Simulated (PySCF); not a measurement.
SMILES COC(=O)[SiH2]O[SiH3], GFN2-xTB optimised geometry.

```
15

C      2.54    -1.86     0.00
O      1.12    -1.86     0.00
C      0.52    -0.67     0.00
O      1.13     0.37     0.00
Si    -1.40    -0.80     0.00
O     -1.93     0.72     0.00
Si    -1.58     2.32     0.00
H      2.92    -1.34    -0.88
H      2.92    -1.36     0.89
H      2.85    -2.91    -0.01
H     -1.85    -1.45     1.23
H     -1.85    -1.44    -1.23
H     -2.92     2.91    -0.01
H     -0.84     2.63     1.22
H     -0.83     2.63    -1.21
```

Density from PBE/def2-TZVP (PySCF) at that geometry.

Minimum of the electron density along straight lines between bonded atoms, close to the bond critical point (lines longer than 1.1 times the sum of covalent radii, or with two minima, are not listed):

```csv
bond,length / Å,ρ at the minimum / e bohr⁻³,∇²ρ there / e bohr⁻⁵,position (fraction from the first atom)
C1–O2,1.426,(withheld),(withheld),0.36
O2–C3,1.338,0.309,-0.59,0.65
C3–O4,1.209,0.422,(withheld),0.34
C3–Si5,1.917,0.115,0.15,0.61
Si5–O6,1.608,0.146,0.97,0.42
O6–Si7,1.640,0.133,0.84,0.59
C1–H8,1.092,0.282,-0.98,0.65
C1–H9,1.092,0.282,-0.98,0.65
C1–H10,1.087,0.286,-1.00,0.65
Si5–H11,1.459,0.128,0.15,0.50
Si5–H12,1.459,0.128,0.15,0.50
Si7–H13,1.463,0.126,0.16,0.50
Si7–H14,1.458,0.128,0.16,0.50
Si7–H15,1.458,0.128,0.16,0.50
```

**Question.** What belongs in the gaps?

**Answer.** 
- C1–O2, ρ at the minimum / e bohr⁻³: 0.249
- C1–O2, ∇²ρ there / e bohr⁻⁵: -0.48
- C3–O4, ∇²ρ there / e bohr⁻⁵: -0.17
